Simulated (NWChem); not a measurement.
System: SnH$_{3}$Br; SMILES [Br][SnH3]

NWChem printed, in part:

```
             Northwest Computational Chemistry Package (NWChem) 7.3.0
             --------------------------------------------------------

 C3V symmetry detected

                             Geometry "geometry" -> ""
                             -------------------------

 Output coordinates in angstroms (scale by  1.889725989 to convert to a.u.)

  No.       Tag          Charge          X              Y              Z
 ---- ---------------- ---------- -------------- -------------- --------------
    1 Sn                  50.0000     0.00000000     0.00000000    -0.97826200
    2 Br                  35.0000     0.00000000     0.00000000     1.52304100
    3 H                    1.0000     1.15895825     1.15895825    -1.46444500
    4 H                    1.0000    -1.58316641     0.42420816    -1.46444500
    5 H                    1.0000     0.42420816    -1.58316641    -1.46444500

 Effective nuclear repulsion energy (a.u.)     433.5261604875

      Symmetry information
      --------------------

 Group name             C3v
 Group number             17
 Group order               6
 No. of unique centers     3

                                 NWChem DFT Module
                                 -----------------

 Summary of "ao basis" -> "ao basis" (spherical)
 ------------------------------------------------------------------------------
       Tag                 Description            Shells   Functions and Types
 ---------------- ------------------------------  ------  ---------------------
 Sn                         def2-svp                10       26   4s4p2d
 Br                         def2-svp                12       32   5s4p3d
 H                          def2-svp                 3        5   2s1p

      Symmetry analysis of basis
      --------------------------

        a1         26
        a2          1
        e          46

  Rotation of axis

            General Information
            -------------------
          SCF calculation type: DFT
          Wavefunction type:  closed shell.
          No. of atoms     :     5
          No. of electrons :    60
           Alpha electrons :    30
            Beta electrons :    30
          Charge           :     0
          Spin multiplicity:     1
          Use of symmetry is: on ; symmetry adaption is: on
          Maximum number of iterations: 150
          AO basis - number of functions:    73
                     number of shells:    31
          Convergence on energy requested:  1.00D-06
          Convergence on density requested:  1.00D-05
          Convergence on gradient requested:  5.00D-04

              XC Information
              --------------
                       MN15-L Method XC Functional
                        MN15-L Exchange Functional  1.000
                      MN15-L Correlation Potential  1.000

             Grid Information
             ----------------
          Grid used for XC integration:  medium
          Radial quadrature: Mura-Knowles
          Angular quadrature: Lebedev.
          Tag              B.-S. Rad. Rad. Pts. Rad. Cut. Ang. Pts.
          ---              ---------- --------- --------- ---------
          Sn                  1.45      123           8.0       590
          Br                  1.15      112          10.0       590
          H                   0.35       45          10.0       434
          Grid pruning is: on
          Number of quadrature shells:   280
          Spatial weights used:  Erf1

      Superposition of Atomic Density Guess
      -------------------------------------

 Sum of atomic energies:       -2822.67938855

      Non-variational initial energy
      ------------------------------

 Total energy =   -2787.118357
 1-e energy   =   -4358.826024
 2-e energy   =    1371.511636
 HOMO         =      -0.359329
 LUMO         =       0.015834

      Symmetry analysis of molecular orbitals - initial
      -------------------------------------------------

  Numbering of irreducible representations:

     1 a1          2 a2          3 e

  Orbital symmetries:

     1 a1          2 a1          3 a1          4 e           5 e
     6 a1          7 a1          8 e           9 e          10 a1
    11 e          12 e          13 a1         14 a1         15 e
    16 e          17 e          18 e          19 a1         20 e
    21 e          22 e          23 e          24 a1         25 a1
    26 a1         27 e          28 e          29 e          30 e
    31 a1         32 a1         33 e          34 e          35 a1
    36 a1         37 e          38 e          39 e          40 e

     ---------------------------------------------
      Total Density - Mulliken Population Analysis
     ---------------------------------------------

    Atom       Charge   Shell Charges
 -----------   ------   -------------------------------------------------------
    1 Sn  22    21.15   1.60  0.42  0.93  0.33  3.25  2.75  1.15  0.64  9.75  0.34
    2 Br  35    35.53   2.00  2.00  2.00  1.37  0.59  6.00  5.99  2.41  3.17  8.23  1.73  0.05
    3 H    1     1.11   0.65  0.45  0.01
    4 H    1     1.11   0.65  0.45  0.01
    5 H    1     1.11   0.65  0.45  0.01

   convergence    iter        energy       DeltaE   RMS-Dens  Diis-err
 ---------------- ----- ----------------- --------- --------- ---------
 d= 0,ls=0.0,diis     1  -2789.2519246671 -2.99D+03  1.51D-02  5.41D-01
 d= 0,ls=0.0,diis     2  -2789.2474846537  4.44D-03  1.13D-02  2.55D-01
 d= 0,ls=0.0,diis     3  -2789.2774649493 -3.00D-02  3.53D-03  7.73D-02
 d= 0,ls=0.0,diis     4  -2789.2877836389 -1.03D-02  4.44D-04  5.22D-04
 d= 0,ls=0.0,diis     5  -2789.2878688964 -8.53D-05  9.48D-05  2.46D-05
  Resetting Diis
 d= 0,ls=0.0,diis     6  -2789.2878733389 -4.44D-06  1.88D-05  1.24D-06
 d= 0,ls=0.0,diis     7  -2789.2878735223 -1.83D-07  5.93D-06  8.52D-08

         Total DFT energy =    -2789.287873522310
      One electron energy =    -4358.812199345481
           Coulomb energy =     1479.122736054674
    Exchange-Corr. energy =     -109.794440637135
 Nuclear repulsion energy =      200.196030405631

 Numeric. integr. density =       59.999971748666

                  Occupations of the irreducible representations
                  ----------------------------------------------

                     irrep           alpha         beta
                     --------     --------     --------
                     a1               12.0         12.0
                     a2                0.0          0.0
                     e                18.0         18.0

                       DFT Final Molecular Orbital Analysis
                       ------------------------------------

 Vector   28  Occ=2.000000D+00  E=-3.244479D-01  Symmetry=a1
              MO Center= -5.5D-16,  3.2D-16,  7.8D-01, r^2= 3.3D+00
   Bfn.  Coefficient  Atom+Function         Bfn.  Coefficient  Atom+Function
  ----- ------------  ---------------      ----- ------------  ---------------
    43      0.463837  2 Br pz                40      0.439214  2 Br pz
    37     -0.297746  2 Br pz                13     -0.289125  1 Sn pz
    30      0.112965  2 Br s                 10      0.102264  1 Sn pz
    19      0.100598  1 Sn d  0              59      0.100332  3 H  s
    64      0.100332  4 H  s                 69      0.100332  5 H  s

 Vector   29  Occ=2.000000D+00  E=-2.663710D-01  Symmetry=e
              MO Center=  1.0D-02, -7.3D-02,  1.2D+00, r^2= 2.5D+00
   Bfn.  Coefficient  Atom+Function         Bfn.  Coefficient  Atom+Function
  ----- ------------  ---------------      ----- ------------  ---------------
    42      0.557493  2 Br py                39      0.472669  2 Br py
    36     -0.319531  2 Br py                41     -0.186353  2 Br px
    38     -0.157999  2 Br px                70      0.143740  5 H  s
    69      0.141687  5 H  s                 35      0.106809  2 Br px
    33      0.104428  2 Br py                65     -0.079447  4 H  s

 Vector   30  Occ=2.000000D+00  E=-2.663710D-01  Symmetry=e
              MO Center= -1.0D-02,  7.3D-02,  1.2D+00, r^2= 2.5D+00
   Bfn.  Coefficient  Atom+Function         Bfn.  Coefficient  Atom+Function
  ----- ------------  ---------------      ----- ------------  ---------------
    41      0.557493  2 Br px                38      0.472669  2 Br px
    35     -0.319531  2 Br px                42      0.186353  2 Br py
    39      0.157999  2 Br py                60     -0.128857  3 H  s
    59     -0.127017  3 H  s                 65      0.120108  4 H  s
    64      0.118392  4 H  s                 36     -0.106809  2 Br py

 Vector   31  Occ=0.000000D+00  E=-5.189804D-02  Symmetry=a1
              MO Center= -1.6D-16,  9.1D-16, -5.0D-01, r^2= 4.8D+00
   Bfn.  Coefficient  Atom+Function         Bfn.  Coefficient  Atom+Function
  ----- ------------  ---------------      ----- ------------  ---------------
    16      0.743529  1 Sn pz                43      0.601199  2 Br pz
     3      0.586375  1 Sn s                 31     -0.458941  2 Br s
    13      0.384725  1 Sn pz                 4      0.379839  1 Sn s
    40      0.272175  2 Br pz                 2     -0.195794  1 Sn s
    37     -0.189896  2 Br pz                30     -0.183668  2 Br s

 Vector   32  Occ=0.000000D+00  E=-9.662668D-03  Symmetry=a1
              MO Center= -2.2D-14, -2.6D-15, -1.5D+00, r^2= 4.0D+00
   Bfn.  Coefficient  Atom+Function         Bfn.  Coefficient  Atom+Function
  ----- ------------  ---------------      ----- ------------  ---------------
     4      0.873022  1 Sn s                  3      0.806048  1 Sn s
    60     -0.716372  3 H  s                 65     -0.716372  4 H  s
    70     -0.716372  5 H  s                 16     -0.692021  1 Sn pz
     2     -0.252873  1 Sn s                 59     -0.219906  3 H  s
    64     -0.219906  4 H  s                 69     -0.219906  5 H  s

 Vector   33  Occ=0.000000D+00  E= 2.151448D-02  Symmetry=e
              MO Center=  2.3D-01,  2.1D-01, -8.4D-01, r^2= 4.8D+00
   Bfn.  Coefficient  Atom+Function         Bfn.  Coefficient  Atom+Function
  ----- ------------  ---------------      ----- ------------  ---------------
    14      0.966881  1 Sn px                15     -0.928535  1 Sn py
    65      0.929958  4 H  s                 70     -0.908484  5 H  s
    11      0.279844  1 Sn px                12     -0.268745  1 Sn py
    41     -0.193471  2 Br px                42      0.185798  2 Br py
    64      0.170880  4 H  s                 69     -0.166934  5 H  s

     ---------------------------------------------
      Total Density - Mulliken Population Analysis
     ---------------------------------------------

    Atom       Charge   Shell Charges
 -----------   ------   -------------------------------------------------------
    1 Sn  22    21.36   1.60  0.42  1.07  0.19  3.25  2.75  1.41  0.54  9.69  0.44
    2 Br  35    35.35   2.00  2.00  1.99  1.34  0.67  6.00  5.97  2.32  3.06  8.23  1.69  0.10
    3 H    1     1.10   0.70  0.39  0.01
    4 H    1     1.10   0.70  0.39  0.01
    5 H    1     1.10   0.70  0.39  0.01

     -------------------------------------------
      Total Density - Lowdin Population Analysis
     -------------------------------------------

    Atom       Charge   Shell Charges
 -----------   ------   -------------------------------------------------------
    1 Sn  22    21.56   1.17  0.76  0.72  0.42  3.02  2.84  1.37  0.97  9.42  0.86
    2 Br  35    35.15   2.00  2.00  1.95  1.10  0.79  5.99  5.81  2.43  3.05  7.87  2.00  0.16
    3 H    1     1.10   0.61  0.46  0.03
    4 H    1     1.10   0.61  0.46  0.03
    5 H    1     1.10   0.61  0.46  0.03

     Multipole analysis of the density
     ---------------------------------

     L   x y z        total         alpha         beta         nuclear
     -   - - -        -----         -----         ----         -------
     0   0 0 0     -0.000000    -30.000000    -30.000000     60.000000

     1   1 0 0     -0.000000     -0.000000     -0.000000      0.000000
     1   0 1 0      0.000000      0.000000      0.000000      0.000000
     1   0 0 1     -0.936351    -26.349235    -26.349235     51.762120

     2   2 0 0    -34.460657    -24.425224    -24.425224     14.389792
     2   1 1 0      0.000000      0.000000      0.000000     -0.000000
     2   1 0 1     -0.000000     -0.000000     -0.000000      0.000000
     2   0 2 0    -34.460657    -24.425224    -24.425224     14.389792
     2   0 1 1     -0.000000     -0.000000     -0.000000     -0.000000
     2   0 0 2    -33.663706   -210.875645   -210.875645    388.087583
```

Level: MN15-L/def2-SVP with def2 effective core potentials on Sn. Structure relaxed at the PBE0/def2-SVP level. def2 effective core potentials on Sn; no spin-orbit coupling.

**Question.** Which NWChem input produces such a log?

**Answer.** One answer among several that fit: the input that was run:
```
start job
memory heap 200 mb stack 900 mb global 1100 mb
geometry units angstroms noautoz
  Sn     0.000000     0.000000    -0.967363
  Br     0.000000     0.000000     1.533940
  H      1.623532     0.224748    -1.453546
  H     -1.006404     1.293646    -1.453546
  H     -0.617129    -1.518394    -1.453546
end
basis spherical
  * library def2-svp
end
ecp
  Sn library def2-ecp
end
dft
  xc mn15-l
  iterations 150
  mulliken
end
task dft energy
```
